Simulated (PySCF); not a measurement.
PySCF input file for H3Si, SMILES [SiH3+], charge +1, PBE-D3(BJ)/def2-TZVPD. Geometry: PBE-D3(BJ)/def2-TZVPD.

```python
import numpy as np
from pyscf import gto, scf, dft, df
from pyscf.hessian import thermo

mol = gto.M(
    atom='''
    Si   -0.00000000    0.00000000    0.00000000
    H     1.48303189    0.00000000    0.00000000
    H    -0.74151594    1.28434329    0.00000000
    H    -0.74151594   -1.28434329    0.00000000
    ''',
    basis='def2-TZVPD',
    charge=1,
    spin=0,
    max_memory=1600,
    verbose=3,
)
mf = dft.RKS(mol, xc='pbe').density_fit(auxbasis='def2-universal-jkfit')
mf.disp = 'd3bj'
mf.grids.level = 3
mf.conv_tol = 1e-11
mf.max_cycle = 100
mf.kernel()

# [left out here: the lines that compute and print the analytic Hessian (its translational invariance restored by hand, since the grid's response is missing), thermochemistry and intensities]
```

It prints:

```
converged SCF energy = -290.776632054729

WARN: DFTD3 does not support analytical Hessian, using finite difference


WARN: Mole.unit (angstrom) is changed to Bohr

Mode                                 0                   1                   2
Irrep
Freq [cm^-1]                      806.6479            903.6529            903.6542
Reduced mass [au]                   1.1122              1.0544              1.0544
Force const [Dyne/A]                0.4264              0.5073              0.5073
Char temp [K]                    1160.5867           1300.1553           1300.1571
Normal mode                   x     y     z       x     y     z       x     y     z
       0  Si                 0.00  0.00  0.06   -0.00  0.04 -0.00    0.04  0.00 -0.00
       1   H                -0.00 -0.00 -0.55   -0.00 -0.79  0.00    0.04 -0.05  0.00
       2   H                -0.00 -0.00 -0.55   -0.32 -0.14  0.00   -0.61 -0.37  0.00
       3   H                -0.00  0.00 -0.55    0.40 -0.19  0.00   -0.56  0.35  0.00
Mode                                 3                   4                   5
Irrep
Freq [cm^-1]                     2193.8282           2277.6499           2277.6532
Reduced mass [au]                   1.0080              1.0607              1.0607
Force const [Dyne/A]                2.8584              3.2421              3.2421
Char temp [K]                    3156.4303           3277.0311           3277.0358
Normal mode                   x     y     z       x     y     z       x     y     z
       0  Si                -0.00  0.00 -0.00   -0.00  0.04  0.00    0.04  0.00 -0.00
       1   H                -0.58 -0.00  0.00    0.01 -0.00 -0.00   -0.79 -0.00  0.00
       2   H                 0.29 -0.50  0.00    0.34 -0.60 -0.00   -0.20  0.34  0.00
       3   H                 0.29  0.50  0.00   -0.34 -0.59 -0.00   -0.20 -0.35  0.00
temperature 298.1500 [K]
pressure 101325.00 [Pa]
Rotational constants [GHz] 151.97230 151.97230 75.98615
Symmetry number 6
Zero-point energy (ZPE) 0.02133 [Eh]   56003.693 [J/mol]
                           tot       elec      trans        rot        vib
Entropy [J/mol/K]       205.112      0.000    151.617     51.492      2.002
Cv [J/mol/K]             31.821      0.000     12.472     12.472      6.877
Cp [J/mol/K]             40.135      0.000     20.786     12.472      6.877
Internal energy [J/mol]                      3718.434   3718.434  56485.779
Internal energy [Eh]   -290.75229  -290.77663
Enthalpy [J/mol]                             6197.391   3718.434  56485.779
Enthalpy [Eh]          -290.75134
Gibbs free energy [J/mol]                  -39007.284 -11633.975  55888.759
Gibbs free energy [Eh] -290.77463
mode   freq/cm-1   IR/(km/mol)
   1      806.65        51.089
   2      903.65        50.415
   3      903.65        50.418
   4     2193.83         0.000
   5     2277.65         0.740
   6     2277.65         0.739
max |gradient| / (hartree/bohr): 1.4905364785407146e-05
APT charges: [ 1.1784 -0.0595 -0.0595 -0.0595]
```

Self-consistency was reached.
